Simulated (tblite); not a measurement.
C2H8NSSi (doublet state).
SMILES with atom numbers: `[CH3:1][C@H:2]([S:3])[SiH2:4][NH2:5]` (hydrogens: H6, H7, H8 on C1; H9 on C2; H10, H11 on Si4; H12, H13 on N5)

Computed with GFN2-xTB (tblite), gas phase: L-BFGS steps from a force-field or distance-geometry start until the largest atomic force falls under 0.01 eV/Å.

Step 46: E = -441.7566 eV
```
atom  x, y, z in Å  |  force x, y, z in eV/Å
C1      1.6480   -0.2305    0.1745   -0.002  -0.010   0.000
C2      0.6369    0.7628   -0.3618    0.011  -0.005   0.007
S3      0.3174    2.1044    0.7581   -0.006  -0.011   0.020
Si4    -1.0985   -0.0319   -0.6835    0.024   0.004  -0.003
N5     -1.5384   -0.7534    0.8097   -0.009   0.006  -0.034
H6      2.6150    0.2524    0.3175   -0.004  -0.014   0.004
H7      1.3218   -0.6346    1.1295   -0.015   0.026   0.017
H8      1.7701   -1.0582   -0.5214    0.007   0.015  -0.034
H9      0.9833    1.1970   -1.3009   -0.023  -0.006  -0.003
H10    -0.8987   -1.1169   -1.6444   -0.011  -0.015   0.003
H11    -1.9687    1.0192   -1.2178    0.016   0.008  -0.012
H12    -2.3984   -1.2744    0.8598    0.010  -0.014   0.023
H13    -1.3941   -0.2354    1.6631    0.001   0.016   0.013
```

Step 47: E = -441.7568 eV
```
atom  x, y, z in Å  |  force x, y, z in eV/Å
C1      1.6490   -0.2305    0.1746   -0.017  -0.004  -0.005
C2      0.6370    0.7626   -0.3622    0.024   0.007   0.024
S3      0.3169    2.1040    0.7598    0.001  -0.029  -0.001
Si4    -1.0984   -0.0313   -0.6832    0.016   0.006  -0.016
N5     -1.5392   -0.7521    0.8095    0.022   0.002  -0.060
H6      2.6172    0.2507    0.3174   -0.021  -0.014   0.000
H7      1.3214   -0.6330    1.1303   -0.006   0.027   0.007
H8      1.7693   -1.0591   -0.5209    0.009   0.019  -0.028
H9      0.9806    1.1970   -1.3025   -0.014  -0.007   0.013
H10    -0.8998   -1.1166   -1.6442   -0.011  -0.015   0.003
H11    -1.9672    1.0210   -1.2183    0.018   0.003  -0.010
H12    -2.3947   -1.2784    0.8603   -0.027  -0.034   0.022
H13    -1.3966   -0.2336    1.6616    0.007   0.037   0.052
```

Problem. Estimate the geometry and energy of step 48. (The exact step hangs on the optimiser's Hessian estimate; all steps are aligned on step 47, rigid shifts and turns removed.)

Solution. E = -441.7570 eV, largest force 0.044 eV/Å
```
atom  x, y, z in Å  |  force x, y, z in eV/Å
C1      1.6496   -0.2310    0.1747   -0.019   0.002  -0.009
C2      0.6367    0.7618   -0.3618    0.028   0.018   0.029
S3      0.3141    2.1020    0.7620    0.008  -0.041  -0.014
Si4    -1.0982   -0.0318   -0.6840    0.004   0.005  -0.022
N5     -1.5401   -0.7509    0.8087    0.007   0.004  -0.017
H6      2.6178    0.2508    0.3195   -0.035  -0.017  -0.003
H7      1.3202   -0.6336    1.1302    0.004   0.021  -0.012
H8      1.7716   -1.0580   -0.5233    0.005   0.027  -0.006
H9      0.9782    1.1969   -1.3027   -0.007  -0.005   0.022
H10    -0.9000   -1.1176   -1.6445   -0.010  -0.014   0.003
H11    -1.9660    1.0210   -1.2205    0.020   0.000  -0.009
H12    -2.3968   -1.2763    0.8627    0.001  -0.013   0.020
H13    -1.3916   -0.2329    1.6614   -0.006   0.012   0.017
```

The energy changes by -0.0002 eV. The first-order estimate −F·Δx gives -0.0003 eV and the mean of the old and new forces, exact on a quadratic surface, -0.0002 eV. The step makes an angle of 74° with the force vector and moves no atom by more than 0.005 Å.

The cost below is that of the whole relaxation. The run took 1.3 s of wall time on one thread of an Intel Xeon Platinum 8375C at 2.90 GHz, no GPU, on a shared host.
